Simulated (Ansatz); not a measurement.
A nudged elastic band was laid between two geometries of C₂H₄FSi (8 atoms, charge 1, multiplicity 1).

Level of theory: RKS LDA/6-31G* (Ansatz).

```json
{"movable images": "5", "climbing image": "yes", "spring": "5.0 eV/Å²", "optimiser": "quadratic models (default)", "start path": "through a guess of the saddle point", "force threshold": "0.05 eV/Å", "iteration limit": "60", "end points": "relaxed"}
```

Initial state:

```xyz
8
Properties=species:S:1:pos:R:3
C -0.344 1.272 0.091
C 0.426 0.312 -0.474
Si 0.109 -1.324 0.148
F 0.890 -2.576 -0.373
H -0.246 2.328 -0.207
H -1.101 1.068 0.867
H 1.176 0.533 -1.247
H -0.910 -1.613 1.195
```

Final state:

```xyz
8
Properties=species:S:1:pos:R:3
C -0.344 1.273 0.091
C 0.426 0.312 -0.473
Si 0.109 -1.324 0.149
F 0.889 -2.576 -0.375
H -1.101 1.070 0.867
H -0.247 2.328 -0.209
H 1.177 0.532 -1.247
H -0.908 -1.614 1.197
```

(1) What changes between the two ends?

(2) Give the energies along the band, and the barrier.

(3) What is the geometry of the highest image?

Results:

(1) No bond is made or broken.  The two ends are copies of one structure, up to a mirror image or an exchange of like atoms.

(2) The forces met the threshold. The highest image is number 3 of 0 to 6, 2.41 eV above the ends, which have the same energy within 2 meV. Neighbouring images differ by up to 1.7 eV, so the band resolves the path poorly. A vibrational analysis at the climbing image gives one clearly imaginary mode, 3678i cm⁻¹: a first-order saddle point. Limits of this set-up: the dipole of an ion depends on the origin.

```csv
image,path coordinate (Å),energy (eV)
0,0.00,0.00
1,0.78,0.13
2,1.56,0.75
3,2.34,2.41
4,3.13,0.75
5,3.91,0.14
6,4.69,0.00
```

(3) 
```xyz
8
Properties=species:S:1:pos:R:3
C -0.340 1.444 0.029
C 0.211 0.213 -0.240
Si 0.079 -1.436 0.219
F 1.026 -2.473 -0.492
H 0.080 2.132 0.797
H -1.217 1.841 -0.526
H 1.002 0.251 -1.038
H -0.841 -1.972 1.251
```

The run took 2.1 min on 1 thread of Arm Neoverse V1, on a shared host, peak memory 0.13 GiB.
